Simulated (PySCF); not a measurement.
NbF4Cl, SMILES [F][Nb]([F])([F])([F])[Cl], multiplicity 1.

Geometry optimised at PBE-D3(BJ)/def2-SVP. A frequency run showed that this geometry is not a minimum. The spin state was assumed, not searched. The structure was generated by enumeration; whether it is a known compound was not checked. The def2 effective core potentials stand for the cores of Nb; spin–orbit coupling is left out.

Calculation: PBE-D3(BJ)/def2-SVP in PySCF.

Frequencies are harmonic and unscaled.

Modes within 1.5 cm⁻¹ of each other (mostly degenerate sets) share a row, with their intensities summed.

Computed harmonic wavenumbers and intensities:
```csv
mode,ν (cm⁻¹),IR (km/mol),moving atoms (share of kinetic energy)
1,30i,0.0,F 100 %
2–3,145,2.6,"F 55 %, Cl 35 %, Nb 10 %"
4,220,9.3,"F 66 %, Cl 19 %, Nb 15 %"
5–6,245,32.2,"F 85 %, Nb 15 %"
7,323,0.0,F 100 %
8,444,62.8,"Cl 63 %, Nb 31 %"
9,617,0.0,F 100 %
10,705,65.2,"F 91 %, Nb 9 %"
11–12,713,424.1,"F 72 %, Nb 28 %"
```
